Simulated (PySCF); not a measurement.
Compound: C6H12Se.
SMILES with atom numbers: `[SeH:1][CH2:2][CH:3]1[CH2:4][CH2:5][CH2:6][CH2:7]1` (hydrogens: H8 on Se1; H9, H10 on C2; H11 on C3; H12, H13 on C4; H14, H15 on C5; H16, H17 on C6; H18, H19 on C7)

Geometry (PBE0-D3(BJ)/def2-SVP, Å), atoms numbered from 1 in this order:
```
atom  x, y, z in Å
Se1    2.7253    0.2570   -0.4427
C2     1.6466   -1.1064    0.4679
C3     0.1367   -0.8942    0.4752
C4    -0.3335    0.4082    1.1716
C5    -0.9805    1.2522    0.0722
C6    -1.5899    0.2069   -0.8577
C7    -0.4994   -0.8601   -0.9303
H8     2.4878    1.3127    0.5532
H9     2.0419   -1.2108    1.4885
H10    1.9014   -2.0319   -0.0719
H11   -0.2693   -1.7566    1.0325
H12   -1.0803    0.1661    1.9444
H13    0.4867    0.9321    1.6880
H14   -1.7094    1.9811    0.4580
H15   -0.2043    1.8149   -0.4730
H16   -2.5074   -0.2092   -0.4056
H17   -1.8676    0.6072   -1.8448
H18    0.2630   -0.5465   -1.6632
H19   -0.8720   -1.8464   -1.2458
```

Level of theory: PBE0-D3(BJ)/def2-SVP geometry optimisation, gas phase in PySCF 2.14.0.

Masses are those of the commonest isotopes; rigid-rotor values at the optimised geometry. The values belong to one conformer with, in the numbering `[SeH:1][CH2:2][CH:3]1[CH2:4][CH2:5][CH2:6][CH2:7]1`, H–Se1–C2–C3 70°, Se1–C2–C3–C4 -61°, C2–C3–C4–C5 116°, C3–C4–C5–C6 33°, C4–C5–C6–C7 -42°, C5–C6–C7–C3 36°.

**Question.** What are A, B and C (MHz)?

**Answer.** Ia = 150.51, Ib = 534.72, Ic = 549.94 u·Å²; 505379 MHz·u·Å²/I gives A = 3358, B = 945.1, C = 919.0 MHz.

**Question.** Classify the top.

**Answer.** A near-prolate asymmetric top; Ray's κ = -0.979.

**Question.** Is it planar, by Δ = Ic − Ia − Ib?

**Answer.** Not planar: Δ = Ic − Ia − Ib = -135.29 u·Å². For a rigid frame Δ = −2 Σ m c², so Σ m c² = 67.65 u·Å² lies off the ab plane: 20.55 from hydrogen and 47.09 from heavier atoms. The atom farthest from that plane is 1.96 Å away.

**Question.** Which types of transition are allowed, and where do some lines up to J = 2 fall?

**Answer.** The dipole components are |μa| = 1.05 D, |μb| = 0.66 D, |μc| = 0.77 D. Intensities carry the squares of the components, which stand as 1.00 : 0.40 : 0.54 (a : b : c). Some lines, for components of 0.1 D or more:

```csv
type,branch,"J(Ka,Kc)",MHz,lower level (cm⁻¹)
b,R,"2(0,2) ← 1(1,1)",1315,0.143
a,R,"1(0,1) ← 0(0,0)",1864,0.000
c,Q,"2(1,2) ← 2(0,2)",2387,0.187
c,Q,"1(1,1) ← 1(0,1)",2413,0.062
b,Q,"1(1,0) ← 1(0,1)",2439,0.062
b,Q,"2(1,1) ← 2(0,2)",2465,0.187
a,R,"2(0,2) ← 1(0,1)",3728,0.062
a,R,"2(1,1) ← 1(1,0)",3754,0.144
b,R,"1(1,1) ← 0(0,0)",4277,0.000
c,R,"1(1,0) ← 0(0,0)",4303,0.000
c,Q,"2(2,1) ← 2(1,1)",7238,0.269
b,Q,"2(2,0) ← 2(1,1)",7238,0.269
b,Q,"2(2,1) ← 2(1,2)",7317,0.266
b,R,"2(2,1) ← 1(1,0)",10993,0.144
c,R,"2(2,0) ← 1(1,0)",10993,0.144
c,R,"2(2,1) ← 1(1,1)",11019,0.143
b,R,"2(2,0) ← 1(1,1)",11019,0.143
```

Not checked by PBE0-D3(BJ)/def2-SVP frequencies. These are rigid-rotor constants of the computed structure; measured ground-state constants (B0) also hold zero-point vibration.

Time: 68 s wall. Hardware: one thread, Arm Neoverse V2, no GPU, on a shared host. This is the geometry optimisation.
